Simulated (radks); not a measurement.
The numbers below are computed, except where a source is named.
Spin polarisation of the 4d4 shell in neutral niobium. Start: [Kr] 4d(up 2, down 2) 5s(up 0.5, down 0.5); electrons of 4d are moved from spin down to spin up, other shells keep equal spins. Level of theory: scalar-relativistic Kohn-Sham, PBE, spin-polarised, spherical densities, point nucleus (a radial shooting solver on a logarithmic mesh with Libxc functionals).

| moment (Bohr magnetons) | E - E(0) (eV) | e(4d up) (eV) | e(4d down) (eV) | 5s down minus up (eV) |
|---|---|---|---|---|
| 0 | 0.000 | -3.040 | -3.040 | 0.000 |
| 1 | -0.142 | -3.299 | -2.732 | 0.321 |
| 2 | -0.567 | -3.506 | -2.372 | 0.647 |
| 3 | -1.274 | -3.652 | -1.960 | 0.978 |
| 4 | -2.255 | -3.718 | -1.493 | 1.311 |

At moment 4 the spin-polarisation energy is -2.255 eV and the 4d exchange splitting 2.225 eV, that is 0.556 eV per Bohr magneton; E = -I m^2/4 would give I = 0.564 eV.
